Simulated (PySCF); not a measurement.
# One molecule, several mistakes: Al2FH2O cation

All numbers below are calculated, not measured. They come from PySCF 2.14.0, an open-source quantum chemistry program, on an isolated molecule that a program drew, which may never have been made. The molecule is Al2FH2O cation (charge +1, singlet), drawn as the SMILES string `[OH][AlH][Al+][F]`.

Each row is a Hartree-Fock (HF) and frozen-core CCSD(T) single point in the cc-pV(D+d)Z basis, meant for a local HF minimum. Run 1 is clean. Each other run has one planted mistake out of seven kinds, and not every kind appears here: one electron removed, one electron added, multiplicity raised by two, geometry at a saddle point, minimal basis STO-3G, one bond length entered in bohr, all coordinates scaled. The reference is restricted for singlets and unrestricted otherwise, and also for a bond in bohr. Adding or removing an electron swaps singlet and doublet. Electrons count all cores. HOMO and LUMO are orbital energies over both spins, the gradient is its largest component, and the lowest frequency (negative if imaginary) is given only where the gradient is small. Bond lengths are over the 5 bonds as drawn. T1 is the CCSD diagnostic: over 0.02 (restricted) or 0.045 (unrestricted) a single reference is doubtful.

Geometry of the clean run:
```xyz
6
Al2FH2O cation, angstrom
O     0.2736   -1.3305   -1.2930
Al    0.2222    0.2532   -0.8440
Al   -1.5036    0.0211    1.2156
F    -2.5433   -0.2111    2.4355
H     0.6755   -1.9049   -1.9272
H     0.7987    1.6409   -1.2124
```

| run | electrons | basis functions | <S^2> | HOMO (eV) | LUMO (eV) | gradient (hartree/bohr) | lowest frequency (cm^-1) | mean bond (Å) | longest bond (Å) | T1 | HF (hartree) | CCSD(T) (hartree) | mistake |
|---|---|---|---|---|---|---|---|---|---|---|---|---|---|
| 1 | 44 | 84 | 0.000 | -16.30 | -4.74 | 2.8e-05 | 76 | 1.6912 | 2.697 | 0.0179 | -659.18830 | -659.69618 | no fault |
| 2 | 45 | 84 | 0.771 | -5.51 | 1.21 | 4.0e-02 | - | 1.6912 | 2.697 | 0.0203 | -659.37627 | -659.89384 | one electron added |
| 3 | 43 | 84 | 0.823 | -23.63 | -14.81 | 4.6e-02 | - | 1.6912 | 2.697 | 0.0404 | -658.61668 | -659.11241 | one electron removed |
| 4 | 44 | 84 | 1.010 | -13.14 | -5.21 | 1.3e-02 | - | 1.9843 | 3.112 | 0.0201 | -659.05401 | -659.52022 | one bond length entered in bohr |
| 5 | 44 | 30 | 0.000 | -13.01 | 1.34 | 4.9e-02 | - | 1.6912 | 2.697 | 0.0250 | -650.99404 | -651.14177 | ? |

**Which mistake was planted in run 5, and what did it cost?**

It has 30 basis functions where the clean run has 84, with the same electrons and geometry. So the mistake is: minimal basis STO-3G. Subtracting run 1 and multiplying by 627.51 kcal/mol a hartree, the energy moved by 5142.0 kcal/mol in HF and 5368.0 kcal/mol in CCSD(T).

Cautions from the logs. Run 5: T1 is over the limit, so its CCSD(T) energy is less reliable.
